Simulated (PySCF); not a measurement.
The numbers are results of B3LYP-D3(BJ)/def2-TZVP (PySCF), not measurements. Gas-phase values, no solvent. B3LYP has the VWN-RPA correlation part, as in Gaussian. Excitations are Tamm–Dancoff values on a coarser integration grid. The basis has no diffuse functions, so Rydberg states are missing or too high.

Reference species (SMILES): `BrB(Br)Br` (neutral, multiplicity 1).

| Quantity | Value |
|---|---|
| HOMO | -8.04 eV |
| S1 excitation (TDA) | 4.58 eV |
| T1 excitation (TDA) | 4.43 eV |
| LUMO | -2.27 eV |

Changed species: `IB(I)I` (3 of 3 Br replaced by I; the reference has 0 of 3 Br replaced by I).

Task: Predict the effect on the HOMO, S1 excitation (TDA), T1 excitation (TDA) and LUMO.

Result: the HOMO rises by 0.90 eV, to -7.14 eV; the S1 excitation (TDA) drops by 1.12 eV, to 3.46 eV; the T1 excitation (TDA) falls by 1.10 eV, to 3.33 eV; the LUMO decreases by 0.37 eV, to -2.64 eV.
